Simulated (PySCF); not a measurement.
A calculated (UHF, PySCF 2.14, x2c-SVPall, the spin-free X2C one-electron Hamiltonian (Gaussian nucleus)) atom or ion has these occupied shells.

```tsv
shell	electrons	orbital energy (eV)	rms radius, mean of both spins (bohr)
1s α	1	-63640.1	0.0219
1s β	1	-63640.1	0.0219
2s α	1	-10967.6	0.0885
2s β	1	-10967.5	0.0885
2p α	3	-9669.6	0.0802
2p β	3	-9669.6	0.0802
3s α	1	-2544.1	0.227
3s β	1	-2544.1	0.227
3p α	3	-2145.8	0.228
3p β	3	-2145.7	0.228
3d α	5	-1653.4	0.208
3d β	5	-1653.4	0.208
4s α	1	-536.22	0.509
4s β	1	-536.11	0.509
4p α	3	-402.51	0.542
4p β	3	-402.45	0.542
4d α	5	-222.42	0.592
4d β	5	-222.36	0.592
5s α	1	-74.296	1.27
5s β	1	-73.405	1.27
5p α	3	-40.141	1.50
5p β	3	-38.960	1.50
4f α	7	-22.741	0.803
4f β	7	-22.664	0.803
6s α	1	-7.974	3.98
5d α	1	-5.665	3.09
6p α	1	-3.920	4.23
```

Problem. Name the element and its charge.

Solution. Lu (lutetium, neutral), in [Xe] 4f14 5d1 6s1 6p1, one real determinant (an excited configuration).
